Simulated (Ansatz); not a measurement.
`CC(=N)BCl`. Total charge 0; spin multiplicity 1.

```xyz
10

C    -0.8583   -0.3176   -0.7515
C     0.4014    0.1454   -0.0840
N     1.4566    0.5205   -0.7003
B     0.5285    0.2066    1.4804
Cl   -0.8063   -0.2756    2.4950
H    -1.1069   -1.3354   -0.4378
H    -1.7037    0.3085   -0.4523
H    -0.7654   -0.2934   -1.8393
H     1.3276    0.4626   -1.7162
H     1.5265    0.5784    2.0061
```

List the harmonic frequencies (cm⁻¹, unscaled) at PBE0-D4/def2-TZVP in Ansatz. (An estimate is asked.)

Computed: 40, 151, 182, 385, 414, 479, 756, 782, 869, 903, 1006, 1073, 1090, 1165, 1376, 1407, 1457, 1466, 1684, 2698, 3045, 3115, 3133, 3395.

Is this a minimum?

Yes, all 24 modes are real.

Give the ideal-gas thermochemistry at 298.15 K and 1 bar (rigid rotor, harmonic oscillator; point group Cs, symmetry number 1).

Zero-point energy 191.8 kJ/mol; H(298) − E = 210.6 kJ/mol; entropy 334.5 J/(mol·K), of which translation 164.9, rotation 111.2, vibration 58.4; G(298) − E = 110.9 kJ/mol. Modes under 100 cm⁻¹ are hindered rotations or soft bends, so the harmonic entropy is rough.

And at 400, 500, 600, 800 and 1000 K?


```tsv
T (K)	H − E (kJ/mol)	S (J/mol/K)	G − E (kJ/mol)
400	221.0	364.4	75.2
500	233.0	391.2	37.4
600	246.6	415.8	-2.9
800	277.2	459.8	-90.6
1000	311.4	497.9	-186.5
```

Rotational constants (cm⁻¹)?

0.2915, 0.07573, 0.06078.
